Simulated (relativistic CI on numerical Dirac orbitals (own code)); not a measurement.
d1 to d9 in one octahedral field

Computed with a parametric ligand-field model without spin-orbit coupling, by exact diagonalisation: B = 570, C = 2660, 10Dq = 27000 cm⁻¹ (Oh; |10Dq|/B = 47.4) for every shell. Energies in cm⁻¹; the field energy is (0.6 n_e − 0.4 n_t2) × 10Dq of the ground term; g labels are left out.

```tsv
Shell	Ground term	Electrons in e	Field energy	First spin-allowed bands	Lowest term of other spin
d1	2T2	0.000	-10800	2E 27000	
d2	3T1	0.011	-21304	3T2 25650, 3T1 32850	1T2 8953
d3	4A2	0.000	-32400	4T2 27000, 4T1 33318	2E 12459
d4	?	?	?	?	?
d5	2T2	0.035	-53057	2A2 23725, 2T1 23918	4T1 14567
d6	1A1	0.028	-64050	1T1 25099, 1T2 33103	3T1 19493
d7	2E	1.019	-48092	2T1 24952, 2T2 25618	4T1 14387
d8	3A2	2.000	-32400	3T2 27000, 3T1 33318	1E 9809
d9	2E	3.000	-16200	2T2 27000
```

Fill in the row of d4.

Ground term: 3T1; Electrons in e: 0.019; Field energy: -42691; First spin-allowed bands: 3E 24500, 3T1 25182; Lowest term of other spin: 1T2 7695. Low spin: d4, d5, d6, d7; the other shells keep the spin of the free ion. Only d4 to d7 can choose; the field needed to pair spins is smallest for d6 and largest for d5, which loses most exchange energy. In the strong-field picture 10Dq must exceed about 6B + 5C = 16720 (d4), 7.5B + 5C = 17575 (d5), 2.5B + 4C = 12065 (d6) and 4B + 4C = 12920 (d7); mixing of terms shifts these bounds somewhat.
